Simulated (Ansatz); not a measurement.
Process, species as SMILES: [GeH3] (GeH3) → [GeH3-] (an electron is taken up)
B3LYP-D3(BJ)/def2-TZVP geometries, fixed; electronic energies without zero-point terms; positive where energy is released.

Basis-set convergence of the adiabatic electron affinity at CCSD(T) with Ansatz (an electronic-structure program). All functions are spherical. Cores are frozen (with 3d on Ga to Br). Open shells are unrestricted. No added dispersion term, no relativity. Functions are those of the species that has most. Reference: Hartree-Fock in aug-cc-pVQZ plus the correlation part extrapolated as X^-3 from aug-cc-pVTZ and aug-cc-pVQZ, 1.507 eV, itself unsure by roughly 0.006 eV (a third of the extrapolation step and of the last Hartree-Fock step).

```
basis        functions  adiabatic electron affinity (eV)
-----------  ---------  --------------------------------
def2-SV(P)          38                             0.962
aug-cc-pVDZ         63                             1.383
def2-TZVPD          81                                 ?
cc-pVTZ             85                             1.318
pcseg-2             85                                 ?
def2-TZVPP          90                                 ?
def2-TZVPPD        105                             1.365
aug-pcseg-2        128                                 ?
def2-QZVP          165                             1.417
```

Some entries are withheld; supply them.


- def2-TZVPD, adiabatic electron affinity (eV): 1.338
- pcseg-2, adiabatic electron affinity (eV): 1.352
- def2-TZVPP, adiabatic electron affinity (eV): 1.259
- aug-pcseg-2, adiabatic electron affinity (eV): 1.443
